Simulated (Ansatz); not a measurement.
Molecule: SiI2 (charge -1, doublet). 
Geometry from a B3LYP-D3(BJ)/def2-TZVP (Ansatz, a program for electronic structure) optimisation:
```
Si
I 1 2.6689
I 1 2.6689 2 101.31
```
Charge -1, spin multiplicity 2.

Basis-set convergence of Hartree-Fock and CCSD(T) correlation energies (hartree) with Ansatz. Cores are frozen in the correlated levels unless marked. UHF or UKS for open shells. Spin-orbit coupling is left out. Frozen are the shells of the preceding noble gas and the d and f shells that filled before the atom's block. In def2 rows, elements after Kr have scalar-relativistic effective core potentials.

| basis | functions | E(HF) | E(corr, CCSD(T)) |
|---|---|---|---|
| def2-SVPD | 94 | -882.25921 | -0.32719 |
| def2-TZVPPD | 166 | ? | ? |

Problem. Fill in the missing entries.

Solution. 
- def2-TZVPPD, E(HF): -882.37306
- def2-TZVPPD, E(corr, CCSD(T)): -0.43096
